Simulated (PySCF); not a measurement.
C₂H₆BO₃, SMILES COB([O])OC, doublet, PBE0/def2-SVP optimised geometry.

```
12

C      0.90     1.77     0.00
O      0.13     0.59     0.00
B     -1.23     0.59     0.00
O     -1.88     1.79     0.00
O     -1.96    -0.55     0.00
C     -1.36    -1.82     0.00
H      0.70     2.38     0.90
H      0.70     2.38    -0.89
H      1.96     1.49     0.00
H     -1.69    -2.38     0.89
H     -1.69    -2.38    -0.90
H     -0.26    -1.76     0.00
```

Density from unrestricted PBE0/def2-TZVP in PySCF at that geometry.

Minimum of the electron density along straight lines between bonded atoms, close to the bond critical point (lines longer than 1.1 times the sum of covalent radii, or with two minima, are not listed):

```json
[
 {"bond": "C1–O2", "length / Å": "1.406", "ρ at the minimum / e bohr⁻³": "0.257", "∇²ρ there / e bohr⁻⁵": "-0.46", "position (fraction from the first atom)": "0.34"},
 {"bond": "O2–B3", "length / Å": "1.362", "ρ at the minimum / e bohr⁻³": "0.209", "∇²ρ there / e bohr⁻⁵": "0.92", "position (fraction from the first atom)": "0.67"},
 {"bond": "B3–O4", "length / Å": "1.371", "ρ at the minimum / e bohr⁻³": "0.212", "∇²ρ there / e bohr⁻⁵": "0.89", "position (fraction from the first atom)": "0.33"},
 {"bond": "B3–O5", "length / Å": "1.350", "ρ at the minimum / e bohr⁻³": "0.216", "∇²ρ there / e bohr⁻⁵": "0.94", "position (fraction from the first atom)": "0.33"},
 {"bond": "O5–C6", "length / Å": "1.406", "ρ at the minimum / e bohr⁻³": "0.256", "∇²ρ there / e bohr⁻⁵": "-0.45", "position (fraction from the first atom)": "0.66"},
 {"bond": "C1–H7", "length / Å": "1.103", "ρ at the minimum / e bohr⁻³": "0.278", "∇²ρ there / e bohr⁻⁵": "-0.96", "position (fraction from the first atom)": "0.65"},
 {"bond": "C1–H8", "length / Å": "1.103", "ρ at the minimum / e bohr⁻³": "0.278", "∇²ρ there / e bohr⁻⁵": "-0.96", "position (fraction from the first atom)": "0.65"},
 {"bond": "C1–H9", "length / Å": "1.099", "ρ at the minimum / e bohr⁻³": "0.281", "∇²ρ there / e bohr⁻⁵": "-0.99", "position (fraction from the first atom)": "0.65"},
 {"bond": "C6–H10", "length / Å": "1.101", "ρ at the minimum / e bohr⁻³": "0.279", "∇²ρ there / e bohr⁻⁵": "-0.97", "position (fraction from the first atom)": "0.65"},
 {"bond": "C6–H11", "length / Å": "1.101", "ρ at the minimum / e bohr⁻³": "0.279", "∇²ρ there / e bohr⁻⁵": "-0.97", "position (fraction from the first atom)": "0.65"},
 {"bond": "C6–H12", "length / Å": "1.101", "ρ at the minimum / e bohr⁻³": "0.280", "∇²ρ there / e bohr⁻⁵": "-0.98", "position (fraction from the first atom)": "0.65"}
]
```
